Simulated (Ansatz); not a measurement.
```xyz
9

O    -2.165    0.880    0.560
Ga   -1.283    0.384   -0.890
Cl   -2.215    0.523   -2.775
O     0.371   -0.231   -0.808
Si    1.479   -0.517    0.360
H    -1.651    0.777    1.366
H     0.929   -0.155    1.701
H     1.839   -1.958    0.373
H     2.695    0.298    0.114
```

Total charge 0; spin multiplicity 1.

(1) List the r2SCAN/def2-TZVPP orbital energies in eV (Ansatz 0.2.0). (Estimate.)

Answers

(1) Computed: Occupied: -10123.36, -2753.57, -1791.65, -1245.45, -1101.91, -1101.78, -1101.75, -516.22, -516.08, -254.94, -193.48, -193.35, -193.33, -149.25, -142.02, -102.22, -101.94, -101.88, -96.91, -96.87, -96.86, -26.41, -26.03, -22.36, -21.72, -21.67, -21.60, -21.32, -20.67, -14.17, -13.04, -11.69, -10.29, -9.95, -9.88, -9.02, -8.80, -8.38, -8.23, -7.97, -7.87. Lowest empty: -2.09, -1.00, 0.11, 0.70, 1.16, 1.24, 2.09, 2.66.
